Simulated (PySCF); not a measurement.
The complex [FeF6]4- (charge -4) contains Fe(II), shell d6. The structure is a PBE0-D3(BJ)/def2-SVP, IEF-PCM water geometry optimised for multiplicity 5; coordination octahedral, point group D4h, metal–donor distances 2.06–2.17 Å.

```
7

Fe    0.0000    0.0000    0.0000
F     0.0000    2.1752    0.0000
F     0.0000   -2.1752    0.0000
F     0.0000    0.0000    2.0594
F     0.0000    0.0000   -2.0594
F     2.1752    0.0000    0.0000
F    -2.1752    0.0000    0.0000
```

Method (PySCF 2.14, density fitting): CASSCF(6,5) with orbitals averaged over all microstates of the shell, strongly contracted NEVPT2 on the averaged canonical orbitals; basis x2c-TZVPall on the metal, x2c-SVPall elsewhere; spin-free X2C; IEF-PCM water; spin-orbit coupling by state interaction with the mean-field operator over all roots.

(1) Which term lies lowest, and with what spin?

(2) List the excited states of the same spin.

(3) Which is the lowest state of another spin?

(4) Give the fitted ligand-field and repulsion parameters.

(5) What are the magnetic parameters?

No frequencies were computed for the optimised geometry. NEVPT2 lifts 5B1g (from 5Eg) from 5682 to 6943 cm⁻¹; on the d shell alone it tends to overshoot states that fill the eg-type orbitals. Gaps between spin states lean to high spin in this active space.

The job took 12 s on one thread of Arm Neoverse V2 (shared host), with 132 basis functions and a peak of 0.53 GiB, launched as `OMP_NUM_THREADS=1 python lf_run.py task.json out`.

Results:

(1) 5B2g (from 5T2g) (S = 2, orbital degeneracy 1), with 4.0 electrons in the lower (t2g-type) set and 2.0 in the upper (eg-type) set, by NEVPT2.

(2) By NEVPT2: 5Eg (from 5T2g) at 741 cm⁻¹; 5B1g (from 5Eg) at 6943 cm⁻¹ (1440 nm); 5A1g (from 5Eg) at 9363 cm⁻¹ (1068 nm). All are electric-dipole forbidden at this geometry.

(3) 3A2g (from 3T1g) at 14870 cm⁻¹ by NEVPT2; CASSCF alone puts it at 17994 cm⁻¹ above the same ground state.

(4) At CASSCF level (the NEVPT2 levels don't fit a ligand-field model well): orbital energies 0, 625, 625, 5270, 7362 cm⁻¹; 10Dq = 5900 cm⁻¹ (difference of the means of the two sets); B = 1155 cm⁻¹; C = 4279 cm⁻¹; B over its free-ion value at the same level 0.978; rms of the fit 105 cm⁻¹; ζ = 407 cm⁻¹ (free ion 412).

(5) The ground multiplet can be fitted only roughly by a spin Hamiltonian with S = 2, g = 2.088, 2.218, 2.218, D = 8.05 cm⁻¹, E/|D| = 0.00 (spin-orbit part alone); the lowest levels hold 93 % of the spin-free ground state. μeff is 5.46 μB at 300 K and 5.09 μB at 10 K; the spin-only value is 4.90 μB.
